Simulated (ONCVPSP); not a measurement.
**Transferability test, ONCV potential for cerium**

```
Element                 : cerium
Generator               : ONCVPSP 4.0.1
Type                    : optimised norm-conserving Vanderbilt (ONCV)
Functional              : PBE
Relativity              : scalar-relativistic
Frozen core             : [Kr] 4d10
Valence charge          : 12
Reference configuration : 4f1 5s2 5p6 5d1 6s1.75 (charge +0.25)
Partial waves           : 5s+6s: rc 2.30 bohr, ncon 4, nbas 8, qcut 4.7 1/bohr, 2 projectors; 5p: rc 1.70 bohr, ncon 4, nbas 7, qcut 4.9 1/bohr, 3 projectors, debl 2.1 Ha; 5d: rc 3.35 bohr, ncon 5, nbas 10, qcut 4.4 1/bohr, 2 projectors, debl 0.5 Ha; 4f: rc 1.00 bohr, ncon 4, nbas 8, qcut 15.2 1/bohr, 2 projectors, debl 3.8 Ha
Local potential         : polynomial inside 0.95 bohr (lpopt 5, dvloc0 4 Ha)
Core correction         : Teter function, fcfact 2.75, rcfact 1.6
```

Energies are relative to the spin-unpolarised reference configuration 4f1 5s2 5p6 5d1 6s1.75; without spin polarisation the order of configurations can differ from experiment.

Task: Give the all-electron excitation energy and the error of the potential for: 4f1 5s2 5p6 5d1 6s2; 4f1 5s2 5p6 5d1 6s1; 4f1 5s2 5p6 5d1 6s0; 4f1 5s2 5p6 5d1 6s1 6p1.

Result:

```tsv
valence configuration	charge	ΔE all-electron (eV)	error AE − PS (meV)
4f1 5s2 5p6 5d1 6s2	0	-1.077	+0.2
4f1 5s2 5p6 5d1 6s1	+1	4.994	-1.6
4f1 5s2 5p6 5d1 6s0	+2	16.075	-9.1
4f1 5s2 5p6 5d1 6s1 6p1	0	1.373	-0.6
```

Note: ghosts flagged at negative energy: s at -199.2 eV; GHOST(+) flagged for p at 122.6 eV. A true bound ghost makes a file unfit for plane-wave use.
